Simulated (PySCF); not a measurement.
**Radial density of Al²⁺ (aluminium, charge +2)**

UHF, [Ne] 3s1, 2S determinant. All numbers are calculated (PySCF 2.14, the non-relativistic Hamiltonian (point nucleus), in pcseg-2).

| r (bohr) | 4πr²ρ (e/bohr) | 4πr²(ρα − ρβ) |
| --- | --- | --- |
| 0.00156 | 0.04141 | 0.0001 |
| 0.00263 | 0.1143 | 0.0003 |
| 0.00442 | 0.3078 | 0.0008 |
| 0.00744 | 0.8060 | 0.0021 |
| 0.0125 | 1.997 | 0.0052 |
| 0.0211 | 4.531 | 0.0116 |
| 0.0354 | 8.841 | 0.0218 |
| 0.0596 | 13.49 | 0.0295 |
| 0.100 | 13.98 | 0.0174 |
| 0.169 | 9.553 | -0.0039 |
| 0.283 | 9.782 | 0.0512 |
| 0.477 | 12.62 | 0.0948 |
| 0.802 | 6.392 | -0.0027 |
| 1.35 | 1.133 | 0.3281 |
| 2.27 | 0.5068 | 0.4964 |
| 3.82 | 0.07465 | 0.0747 |
| 6.42 | 0.0007260 | 0.0007 |

(1) Where is the radial spin density 4πr²(ρα − ρβ) most negative, and why is it negative at all?

Results:

(1) Around r = 0.169 bohr, down to -0.0039 e/bohr: exchange with the open shell polarises the paired shells in an unrestricted calculation.
